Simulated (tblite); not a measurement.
Record of a relaxation.

Species: C3H6NPSe.
Atom-mapped SMILES: `[CH3:1][P@H:2](=[Se:3])[CH2:4][C:5]#[N:6]` (hydrogens: H7, H8, H9 on C1; H10 on P2; H11, H12 on C4)

Computed with GFN2-xTB (tblite), gas phase: L-BFGS steps from a force-field or distance-geometry start until the largest atomic force falls under 0.01 eV/Å. 11 of its 102 geometries are shown.

Step 0: E = -491.3096 eV, largest atomic force 2.895 eV/Å
```
atom  x, y, z in Å  |  force x, y, z in eV/Å
C1     -1.687    0.112    0.247   -0.821  -0.970   1.084
P2     -0.111    0.516   -0.526   -0.906   1.422   0.547
Se3    -0.704    0.978   -2.389   -0.107   0.203  -2.886
C4      1.087   -0.762   -0.111    1.148  -0.681   1.556
C5      2.097   -0.175    0.783   -0.960  -0.626  -1.091
N6      2.870    0.304    1.462    0.484   0.312   0.489
H7     -1.556   -0.531    1.137   -0.194   0.434  -0.093
H8     -2.281    1.007    0.492    0.398  -0.265  -0.050
H9     -2.292   -0.483   -0.487    0.627   0.505   0.385
H10     0.394    1.750   -0.097    0.061  -0.549   0.817
H11     0.611   -1.591    0.476    0.209   0.407  -0.630
H12     1.573   -1.127   -1.012    0.060  -0.192  -0.128
```

Step 10: E = -491.8767 eV, largest atomic force 0.272 eV/Å
```
atom  x, y, z in Å  |  force x, y, z in eV/Å
C1     -1.692    0.105    0.296   -0.170  -0.044   0.038
P2     -0.171    0.570   -0.608   -0.253  -0.024   0.008
Se3    -0.556    0.907   -2.627    0.211  -0.062   0.094
C4      1.088   -0.722   -0.125    0.015  -0.123  -0.086
C5      2.070   -0.153    0.748    0.072  -0.047  -0.021
N6      2.854    0.292    1.448    0.024   0.095   0.068
H7     -1.550   -0.469    1.206    0.252  -0.046   0.090
H8     -2.268    0.993    0.548    0.034   0.136  -0.130
H9     -2.271   -0.486   -0.412   -0.113  -0.063  -0.014
H10     0.333    1.634    0.124    0.012   0.251   0.077
H11     0.589   -1.544    0.386   -0.147  -0.130   0.072
H12     1.575   -1.128   -1.012    0.064   0.058  -0.197
```

Step 20: E = -491.9268 eV, largest atomic force 0.090 eV/Å
```
atom  x, y, z in Å  |  force x, y, z in eV/Å
C1     -1.707    0.101    0.307   -0.050  -0.012   0.055
P2     -0.183    0.571   -0.589    0.037   0.002   0.015
Se3    -0.397    0.863   -2.631    0.010   0.037  -0.054
C4      1.078   -0.734   -0.142   -0.018  -0.027  -0.001
C5      2.065   -0.177    0.734    0.002   0.069   0.040
N6      2.823    0.314    1.435   -0.018  -0.042  -0.016
H7     -1.483   -0.424    1.232   -0.007   0.025   0.072
H8     -2.267    1.008    0.524   -0.035   0.063   0.016
H9     -2.319   -0.525   -0.340    0.041  -0.066  -0.046
H10     0.270    1.657    0.170    0.012  -0.019  -0.038
H11     0.572   -1.574    0.341    0.007  -0.042  -0.004
H12     1.548   -1.082   -1.066    0.021   0.011  -0.037
```

Step 30: E = -491.9345 eV, largest atomic force 0.147 eV/Å
```
atom  x, y, z in Å  |  force x, y, z in eV/Å
C1     -1.713    0.108    0.326   -0.015  -0.002  -0.005
P2     -0.194    0.565   -0.587    0.147   0.012   0.000
Se3    -0.361    0.881   -2.630   -0.074   0.008  -0.046
C4      1.070   -0.743   -0.157    0.059  -0.016   0.037
C5      2.045   -0.182    0.733   -0.012   0.006   0.022
N6      2.802    0.302    1.440   -0.011  -0.010   0.011
H7     -1.488   -0.362    1.281    0.026   0.009   0.037
H8     -2.301    1.008    0.493   -0.028   0.052  -0.026
H9     -2.288   -0.568   -0.303   -0.032  -0.075  -0.009
H10     0.281    1.651    0.153   -0.004  -0.001   0.032
H11     0.587   -1.607    0.310   -0.008   0.023  -0.058
H12     1.562   -1.053   -1.085   -0.050  -0.006   0.006
```

Step 40: E = -491.9533 eV, largest atomic force 0.126 eV/Å
```
atom  x, y, z in Å  |  force x, y, z in eV/Å
C1     -1.701    0.122    0.343    0.006   0.011   0.033
P2     -0.189    0.568   -0.584    0.120  -0.028  -0.025
Se3    -0.423    0.923   -2.614   -0.028   0.003  -0.045
C4      1.081   -0.750   -0.196    0.029  -0.036   0.007
C5      2.017   -0.224    0.758   -0.079  -0.020  -0.053
N6      2.736    0.258    1.505   -0.029  -0.063  -0.003
H7     -1.477   -0.137    1.376    0.013  -0.012   0.025
H8     -2.369    0.985    0.318    0.010  -0.047  -0.025
H9     -2.187   -0.713   -0.164    0.021   0.033   0.014
H10     0.327    1.623    0.174   -0.060   0.066   0.003
H11     0.587   -1.650    0.184    0.011   0.038   0.041
H12     1.599   -1.005   -1.127   -0.014   0.056   0.027
```

Step 50: E = -491.9630 eV, largest atomic force 0.083 eV/Å
```
atom  x, y, z in Å  |  force x, y, z in eV/Å
C1     -1.672    0.129    0.360    0.004   0.002   0.023
P2     -0.182    0.590   -0.598   -0.025  -0.077  -0.020
Se3    -0.472    0.931   -2.626    0.004  -0.006   0.007
C4      1.081   -0.739   -0.228    0.014  -0.007   0.030
C5      1.985   -0.260    0.774    0.038   0.010   0.017
N6      2.683    0.160    1.576   -0.004  -0.005   0.019
H7     -1.456   -0.005    1.418    0.048   0.004  -0.010
H8     -2.396    0.933    0.231   -0.016  -0.039   0.001
H9     -2.089   -0.790   -0.057    0.011   0.057  -0.015
H10     0.312    1.666    0.149    0.016  -0.026  -0.032
H11     0.581   -1.646    0.125   -0.059   0.018  -0.038
H12     1.625   -0.971   -1.151   -0.030   0.068   0.019
```

Step 61: E = -491.9704 eV, largest atomic force 0.080 eV/Å
```
atom  x, y, z in Å  |  force x, y, z in eV/Å
C1     -1.647    0.136    0.378   -0.003  -0.002   0.015
P2     -0.190    0.605   -0.626   -0.017  -0.024   0.007
Se3    -0.505    0.902   -2.657   -0.011  -0.024   0.012
C4      1.073   -0.711   -0.239    0.006  -0.010  -0.010
C5      1.949   -0.300    0.818    0.035   0.054   0.022
N6      2.639    0.059    1.656   -0.072  -0.022  -0.027
H7     -1.396    0.087    1.436   -0.009  -0.013  -0.021
H8     -2.431    0.873    0.212    0.022   0.007   0.011
H9     -2.006   -0.834    0.027    0.006   0.047   0.012
H10     0.321    1.696    0.081    0.000   0.036   0.012
H11     0.546   -1.627    0.043    0.018  -0.028  -0.049
H12     1.648   -0.888   -1.154    0.024  -0.021   0.016
```

Step 71: E = -491.9862 eV, largest atomic force 0.344 eV/Å
```
atom  x, y, z in Å  |  force x, y, z in eV/Å
C1     -1.571    0.189    0.455   -0.006  -0.173  -0.025
P2     -0.190    0.595   -0.665   -0.042  -0.054   0.017
Se3    -0.663    0.730   -2.676   -0.042   0.004  -0.162
C4      1.113   -0.688   -0.312   -0.159   0.045  -0.212
C5      1.787   -0.412    0.911    0.203   0.255   0.110
N6      2.342   -0.080    1.854   -0.068  -0.120   0.093
H7     -1.290    0.247    1.507   -0.006  -0.023  -0.082
H8     -2.409    0.848    0.241    0.030   0.148   0.028
H9     -1.884   -0.822    0.188   -0.045  -0.077   0.122
H10     0.341    1.737   -0.079    0.146   0.125   0.061
H11     0.611   -1.654   -0.299   -0.084  -0.206   0.065
H12     1.816   -0.689   -1.150    0.073   0.076  -0.016
```

Step 81: E = -492.0317 eV, largest atomic force 0.121 eV/Å
```
atom  x, y, z in Å  |  force x, y, z in eV/Å
C1     -1.494    0.204    0.517    0.040   0.048  -0.004
P2     -0.210    0.565   -0.736   -0.038   0.029  -0.056
Se3    -0.808    0.514   -2.725   -0.018   0.018   0.038
C4      1.164   -0.629   -0.386    0.063   0.002   0.017
C5      1.632   -0.464    0.958   -0.078  -0.009  -0.076
N6      1.955   -0.280    2.040    0.028  -0.022   0.011
H7     -1.115    0.267    1.535    0.109  -0.009  -0.001
H8     -2.292    0.934    0.384   -0.069  -0.001  -0.031
H9     -1.893   -0.794    0.329   -0.006   0.032  -0.039
H10     0.348    1.768   -0.281   -0.040  -0.042   0.018
H11     0.743   -1.628   -0.551    0.099  -0.035   0.042
H12     1.971   -0.457   -1.111   -0.089  -0.011   0.081
```

Step 91: E = -492.0405 eV, largest atomic force 0.028 eV/Å
```
atom  x, y, z in Å  |  force x, y, z in eV/Å
C1     -1.474    0.219    0.524   -0.010  -0.005   0.000
P2     -0.223    0.552   -0.763    0.002  -0.006  -0.002
Se3    -0.863    0.464   -2.736   -0.003   0.010  -0.005
C4      1.170   -0.618   -0.389    0.021   0.018  -0.002
C5      1.582   -0.473    0.974   -0.008  -0.008   0.000
N6      1.867   -0.327    2.072    0.011   0.000  -0.002
H7     -1.034    0.241    1.520   -0.007   0.004  -0.012
H8     -2.260    0.970    0.441    0.013  -0.005   0.004
H9     -1.911   -0.761    0.324   -0.006   0.008   0.011
H10     0.338    1.761   -0.333   -0.013  -0.001  -0.005
H11     0.816   -1.635   -0.586   -0.010  -0.019   0.001
H12     1.992   -0.394   -1.075    0.009   0.003   0.011
```

Step 101: E = -492.0408 eV, largest atomic force 0.008 eV/Å
```
atom  x, y, z in Å  |  force x, y, z in eV/Å
C1     -1.474    0.218    0.524    0.000   0.001   0.000
P2     -0.225    0.548   -0.766   -0.001   0.000   0.001
Se3    -0.865    0.467   -2.739    0.000  -0.003   0.000
C4      1.172   -0.618   -0.389    0.002   0.005   0.000
C5      1.580   -0.476    0.976   -0.004  -0.003  -0.006
N6      1.867   -0.330    2.073    0.005  -0.001   0.006
H7     -1.030    0.241    1.518   -0.001   0.000   0.001
H8     -2.255    0.974    0.443   -0.001   0.001  -0.001
H9     -1.919   -0.759    0.330   -0.002   0.000  -0.001
H10     0.330    1.760   -0.338    0.000   0.000   0.001
H11     0.822   -1.636   -0.590    0.000  -0.003   0.002
H12     1.999   -0.390   -1.069    0.001   0.002  -0.003
```

Q: Summarise the path.

A: The energy falls by 0.7311 eV from step 0 to step 101; nine tenths of that is first reached at step 57. It never rises by more than 0.2 meV. The largest force goes from 2.895 to 0.008 eV/Å. Among the bonds P2=Se3 changes most, from 2.008 to 2.076 Å; the atoms move by 0.751 Å rms after alignment.
